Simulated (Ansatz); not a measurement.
## Relaxing a trial structure of C4H12O2Si

The starting geometry of this gas-phase singlet was optimised with GFN2-xTB; its bonds are those of `CC(C)(C)O[SiH2]O`.

```yaml
atoms:
  - { symbol: C, position_ang: [-0.9978, 0.6904, -0.1738] }
  - { symbol: C, position_ang: [0.4761, 0.7346, -0.5836] }
  - { symbol: C, position_ang: [1.3465, 1.1063, 0.6181] }
  - { symbol: C, position_ang: [0.6788, 1.7470, -1.7158] }
  - { symbol: O, position_ang: [0.8484, -0.5240, -1.0970] }
  - { symbol: O, position_ang: [2.5388, -2.0987, 0.3645] }
  - { symbol: Si, position_ang: [1.1333, -1.9760, -0.4512] }
  - { symbol: H, position_ang: [-1.3314, 1.6720, 0.1515] }
  - { symbol: H, position_ang: [-1.6031, 0.3698, -1.0179] }
  - { symbol: H, position_ang: [-1.1353, -0.0196, 0.6374] }
  - { symbol: H, position_ang: [1.0751, 2.0905, 0.9909] }
  - { symbol: H, position_ang: [2.3949, 1.1154, 0.3292] }
  - { symbol: H, position_ang: [1.2146, 0.3754, 1.4118] }
  - { symbol: H, position_ang: [0.0738, 1.4652, -2.5736] }
  - { symbol: H, position_ang: [0.3940, 2.7437, -1.3903] }
  - { symbol: H, position_ang: [1.7224, 1.7577, -2.0205] }
  - { symbol: H, position_ang: [1.1368, -2.7619, -1.6762] }
  - { symbol: H, position_ang: [0.2143, -2.3961, 0.5980] }
  - { symbol: H, position_ang: [3.3662, -1.8380, -0.0309] }
```

Question: Predict what it relaxes into with B3LYP-D3(BJ)/def2-SVP.

Answer: It keeps its bonds, and is `CC(C)(C)O[SiH2]O`.

The energy falls by 0.20 eV over 25 steps:

| step | E − E(last) (eV) |
| --- | --- |
| 1 | 0.198 |
| 4 | 0.023 |
| 6 | 0.022 |
| 9 | 0.021 |
| 12 | 0.016 |
| 14 | 0.013 |
| 17 | 0.005 |
| 20 | 0.001 |
| 22 | 0.000 |
| 25 | 0.000 |

Final geometry (Å):

```xyz
19

C    -0.7730    0.5423    0.0302
C     0.5964    0.7831   -0.6133
C     1.6111    1.2528    0.4357
C     0.4862    1.7935   -1.7551
O     1.0914   -0.4273   -1.2107
O     1.7190   -2.1616    0.8608
Si    1.0509   -1.9904   -0.6610
H    -1.1822    1.4832    0.4286
H    -1.4837    0.1424   -0.7091
H    -0.7010   -0.1717    0.8660
H     1.3036    2.2115    0.8814
H     2.5997    1.3864   -0.0298
H     1.7001    0.5070    1.2395
H    -0.2261    1.4336   -2.5128
H     0.1438    2.7722   -1.3852
H     1.4654    1.9218   -2.2400
H     1.8148   -2.7492   -1.6853
H    -0.3308   -2.5086   -0.5089
H     2.6608   -1.9675    0.9396
```

The end wasn't checked by frequencies. Run with Ansatz 0.2.0, 88 s on 4 threads of Arm Neoverse V1 (shared host).
